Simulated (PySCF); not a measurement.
Job file and geometry (Å, from GFN2-xTB) of an NMR shielding run on `C=CC1=C(C)CP(C)C1`, C8H13P, PySCF 2.14.0, density-fitted response routines, GIAO PBE0/pcSseg-1 NMR shielding, non-relativistic, gas phase; density fitting, a coarse starting grid and PySCF grid level 2 are the driver's defaults:

```
{"job": {"kind": "nmr", "xc": "PBE0", "basis": "pcSseg-1"}, "charge": 0, "multiplicity": 1}
C     -1.414013     2.718785    -0.321689
C     -1.457711     1.442891     0.050608
C     -0.481156     0.433351    -0.301208
C     -0.581883    -0.876836    -0.032685
C     -1.688235    -1.589222     0.672711
C      0.547497    -1.732490    -0.532911
P      1.958137    -0.585935    -0.944632
C      2.525469    -0.277123     0.793559
C      0.761085     0.836697    -1.055936
H     -0.628884     3.116978    -0.941206
H     -2.176640     3.416118    -0.019198
H     -2.281797     1.110334     0.668190
H     -2.520904    -0.932167     0.904230
H     -2.054657    -2.408047     0.053125
H     -1.319059    -2.022439     1.603781
H      0.858904    -2.484369     0.196764
H      0.243093    -2.267447    -1.439547
H      3.056048    -1.155840     1.156164
H      3.215813     0.564657     0.794136
H      1.682921    -0.058762     1.448332
H      0.524704     1.031371    -2.106759
H      1.220857     1.738881    -0.646678
```

Problem. Write the output of this run.

Solution. 
```
coarse grid: 18376 points
cycle   1  E = -653.3215297979  dE =  1.120e+00  |g| = 4.792e-01  |ddm| = 4.423e+00
cycle   2  E = -653.3130640917  dE =  8.466e-03  |g| = 5.178e-01  |ddm| = 1.049e+00
cycle   3  E = -653.3835346192  dE = -7.047e-02  |g| = 6.197e-02  |ddm| = 6.374e-01
cycle   4  E = -653.3842291891  dE = -6.946e-04  |g| = 3.672e-02  |ddm| = 1.272e-01
cycle   5  E = -653.3845379882  dE = -3.088e-04  |g| = 1.128e-02  |ddm| = 4.447e-02
cycle   6  E = -653.3845696711  dE = -3.168e-05  |g| = 3.299e-03  |ddm| = 1.599e-02
cycle   7  E = -653.3845721338  dE = -2.463e-06  |g| = 9.738e-04  |ddm| = 3.839e-03
final grid: 171432 points
cycle   8  E = -653.4410670728  dE = -5.079e-05  |g| = 9.536e-03  |ddm| = 5.434e-02
cycle   9  E = -653.4410598361  dE =  7.237e-06  |g| = 1.094e-02  |ddm| = 2.121e-02
cycle  10  E = -653.4410909440  dE = -3.111e-05  |g| = 8.192e-04  |ddm| = 1.277e-02
cycle  11  E = -653.4410910937  dE = -1.496e-07  |g| = 3.159e-04  |ddm| = 1.408e-03
cycle  12  E = -653.4410911150  dE = -2.137e-08  |g| = 1.199e-04  |ddm| = 4.030e-04
cycle  13  E = -653.4410911184  dE = -3.426e-09  |g| = 3.909e-05  |ddm| = 1.657e-04
cycle  14  E = -653.4410911188  dE = -3.834e-10  |g| = 9.486e-06  |ddm| = 5.215e-05
converged SCF energy = -653.4410911188

GIAO shielding tensors (ppm)
atom      isotropic    diamagn.    paramagn.     s11        s22        s33       span
  0 C       67.237     254.815    -187.578    -35.805     70.910    166.607    202.413
  1 C       47.068     252.453    -205.384    -70.299     48.484    163.020    233.319
  2 C       47.641     260.151    -212.510    -45.959     56.157    132.725    178.684
  3 C       41.156     262.540    -221.384    -50.829     39.404    134.893    185.722
  4 C      167.701     246.359     -78.658    147.852    168.929    186.322     38.470
  5 C      141.101     254.382    -113.281    113.102    140.813    169.390     56.288
  6 P      373.288     965.739    -592.451    322.847    372.738    424.279    101.432
  7 C      172.840     253.146     -80.306    151.922    176.264    190.334     38.411
  8 C      148.590     252.842    -104.252    126.683    151.254    167.833     41.150
  9 H       26.304      32.923      -6.619     23.231     24.264     31.418      8.187
 10 H       26.305      28.311      -2.006     24.292     24.892     29.732      5.440
 11 H       24.595      33.133      -8.538     21.530     22.696     29.560      8.030
 12 H       29.179      31.113      -1.933     23.638     29.100     34.800     11.162
 13 H       29.975      28.648       1.327     25.269     28.140     36.515     11.246
 14 H       29.978      29.568       0.409     25.652     28.235     36.046     10.394
 15 H       29.745      32.876      -3.132     25.424     28.906     34.905      9.480
 16 H       28.879      31.737      -2.859     24.168     27.388     35.081     10.914
 17 H       31.094      30.266       0.828     26.505     27.776     39.000     12.495
 18 H       31.055      30.388       0.667     26.410     27.852     38.904     12.493
 19 H       30.586      33.219      -2.633     25.359     31.884     34.517      9.158
 20 H       28.906      32.039      -3.133     23.896     27.312     35.510     11.614
 21 H       29.611      33.762      -4.151     24.825     28.881     35.127     10.302
```

Size and cost of the density-fitted run: 225 basis functions, 33 s wall time on 1 thread of an x86-64 server CPU, shared host.
